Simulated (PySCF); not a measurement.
Vertical excitations of a molecule C5H10O from TDA-PBE/def2-SVPD (PySCF 2.14.0), as energy in eV (oscillator strength): 5.63 (0.000), 5.91 (0.004), 6.14 (0.000), 6.71 (0.053), 6.90 (0.016), 6.94 (0.011). Lowest triplet (TDA): 4.44 eV. Geometry optimised at B3LYP-D3(BJ)/def2-SVP. One conformer was computed; it need not be the lowest.

**Question.** Pick the molecule that these values belong to.
A) C=CCCCO
B) C[C@@H]1C(O)[C@H]1C
C) COCC1CC1
D) C[C@H]1C[C@@H](O)C1

**Answer.** A, C=CCCCO
